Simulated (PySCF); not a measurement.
1,1,1,2-tetrafluoroethane, SMILES FCC(F)(F)F at its PBE0/def2-SVP optimised geometry (Å):

```
8

F     -0.1209     1.6243     0.0000
C      0.3509     0.3521     0.0000
C     -0.1251    -0.3766     1.2384
F      0.3023     0.2142     2.3510
F     -1.4527    -0.4398     1.2912
F      0.3518    -1.6243     1.2185
H      1.4527     0.3521     0.0000
H     -0.0156    -0.1926    -0.8848
```

Calculation: PBE0/def2-TZVP run with PySCF.

Map of the electron localisation function on the plane z = 0.6 Å:

```
|00000000000000000000000000000|
|00000000000000000000000000000|
|00000000000000000000000000000|
|00000000000000000000000000000|
|00000000000001111000000000000|
|00000000000123443100000000000|
|00000000002456765310000000000|
|00000000013678886300000000000|
|00000000014788886200000000000|
|00000000003678874100011000000|
|00000000000355542113576200000|
|00000000000012333468999600000|
|00000012210013555689999810000|
|00000135541038987789999820000|
|00000146774149998668999710000|
|00000257886248997324565300000|
|00000247886325652100000000000|
|00000146775212321000000000000|
|00000135663002455420000000000|
|00000013320014788752000000000|
|00000001100026888864100000000|
|00000000000036888753100000000|
|00000000000035676531000000000|
|00000000000023443210000000000|
|00000000000001111000000000000|
|00000000000000000000000000000|
|00000000000000000000000000000|
|00000000000000000000000000000|
|00000000000000000000000000000|
```
Scale: ten equal steps from 0.000 (start of '0') to 0.978 (end of '9'), in the order '0123456789'; x runs from -4.00 to 4.00, y from -4.00 (bottom) to 4.00 (top).
